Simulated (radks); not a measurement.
Question: The mean radii <r> (bohr) of the occupied orbitals of an atom or ion are listed with their occupations. All-electron calculation, non-relativistic Kohn-Sham, PBE, spin-polarised, spherical densities, point nucleus. Program: a radial shooting solver on a logarithmic mesh with Libxc functionals.

orbital  occ.      <r>
1s up       1  0.04633
1s down     1  0.04631
2s up       1   0.2003
2s down     1   0.2006
2p up       3   0.1721
2p down     2   0.1725

Name the element and its charge. Open shells, if any, are filled with parallel spins first.

Answer: Z = 33, arsenic, charge +24: As24+ in [He] 2s2 2p5. The 1s radius gives Z: for a bare nucleus <r> = 1.5/Z, 0.04545 bohr for Z = 33, and screening makes it slightly larger (0.04633 here). The occupations add up to 9, and the charge is Z minus that.
